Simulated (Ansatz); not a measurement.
Total energies of C8H18O, SMILES `CC(C)(C)OC(C)(C)C`.

Z-matrix (Å, degrees):
```
C
C 1 1.524
H 1 1.092 2 110.9
H 1 1.092 2 110.2 3 120.5
H 1 1.092 2 110.0 3 -120.3
C 2 1.524 1 108.9 3 -60.5
C 2 1.528 1 108.8 3 59.8
O 2 1.427 1 102.5 3 177.8
H 6 1.093 2 109.0 1 59.0
H 6 1.091 2 112.5 1 177.9
H 6 1.091 2 111.0 1 -59.9
H 7 1.093 2 109.9 1 -53.6
H 7 1.089 2 112.5 1 -173.6
H 7 1.092 2 109.8 1 65.3
C 8 1.427 2 126.8 1 164.2
C 15 1.524 8 102.5 2 164.2
C 15 1.524 8 114.5 2 46.4
C 15 1.528 8 111.4 2 -79.7
H 16 1.092 15 110.2 8 -61.6
H 16 1.092 15 110.9 8 177.8
H 16 1.092 15 110.0 8 57.6
H 17 1.091 15 111.0 8 54.2
H 17 1.093 15 109.0 8 173.1
H 17 1.091 15 112.5 8 -68.0
H 18 1.093 15 109.9 8 -165.9
H 18 1.089 15 112.5 8 74.2
H 18 1.092 15 109.8 8 -46.9
```

Total charge 0; spin multiplicity 1. Geometry: relaxed with PBE0-D4/def2-TZVP. Basis def2-TZVPP, Ansatz.

RPA on PBE orbitals: Hartree–Fock energy of these orbitals -388.33550 Eh, correlation -2.75025 Eh (frozen core).

```
             functional                                       kind  energy without D4 (Eh)  D4 term (kJ/mol)
            LDA (SPW92)                                        LDA              -387.52636                 –
                    PBE                                        GGA              -390.52186             -67.1
                 revPBE                                        GGA              -390.91939            -214.9
                 r2SCAN                                   meta-GGA              -390.82579             -19.4
                 B97M-V                         meta-GGA with VV10              -391.05781                 –
                   PBE0         global hybrid, 25 % exact exchange              -390.58642             -57.3
                  B3LYP                        global hybrid, 20 %              -391.07466            -104.8
                r2SCANh                      meta-GGA hybrid, 10 %              -390.81172             -20.1
                r2SCAN0                      meta-GGA hybrid, 25 %              -390.79249             -21.9
HSE06 (plane-wave form)                            screened hybrid              -390.56249             -53.1
                  BHLYP                        global hybrid, 50 %              -390.81564             -72.7
                LC-ωPBE                long-range corrected hybrid              -390.83150                 –
                ωB97M-V  range-separated hybrid meta-GGA with VV10              -390.85754                 –
                 B2PLYP                              double hybrid              -390.70290                 –
```

(1) Give the same for BLYP, CAM-B3LYP, ωB97X-V, PBE-QIDH. (Best estimate.)

B3LYP takes the VWN-RPA correlation (the form of Gaussian; ORCA's B3LYP/G). HSE06 is the plane-wave form, built on full-range PBE exchange. The double hybrids freeze the cores in their second-order part.

## Answers

(1) Computed: 
```csv
functional,kind,energy without D4 (Eh),D4 term (kJ/mol)
BLYP,GGA,-390.84020,-144.9
CAM-B3LYP,range-separated hybrid,-390.85028,-57.5
ωB97X-V,range-separated hybrid GGA with VV10,-390.95942,–
PBE-QIDH,double hybrid,-390.54386,–
```

LC-ωPBE has ω = 0.4 bohr⁻¹.
